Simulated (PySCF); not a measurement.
C2H8GeSi.
SMILES: `C=[CH][GeH2][SiH3]`

Torsions of this conformer, `[CH2:1]=[CH:2][GeH2:3][SiH3:4]`: C1–C2–Ge3–Si4 -1°.

The closed-shell ground state was solved at several levels (PySCF, density fitting, gas phase). Geometry: PBE0-D3(BJ)/def2-SVP, one conformer, isolated molecule. The calculation is non-relativistic and has no spin–orbit coupling, an omission that weighs most on germanium.

```tsv
level	basis functions	HOMO (eV)	LUMO (eV)	gap (eV)	dipole (D)
B3LYP/def2-SVPD	166	-7.73	-0.63	7.10	0.59
PBE0/pcSseg-1	139	-7.97	-0.34	7.63	0.57
```

(1) Estimate the row for KT2/pcSseg-2, a basis of 290 functions; the other rows only guide the guess.

(2) Over all these levels, which gives the widest orbital gap and which the narrowest?

(3) How far do the dipole and the HOMO energy spread over the levels?

Answers

(1) HOMO -6.83 eV, LUMO -1.41 eV, gap 5.42 eV, dipole 0.58 D.

(2) PBE0/pcSseg-1 (global hybrid, 25 % exact exchange) has the widest, 7.63 eV, and KT2/pcSseg-2 (GGA) the narrowest, 5.42 eV. Functional and basis both differ between the two, so the spread mixes both effects.

(3) The dipole runs from 0.57 to 0.59 D (mean 0.58 D) and the HOMO from -7.97 to -6.83 eV.
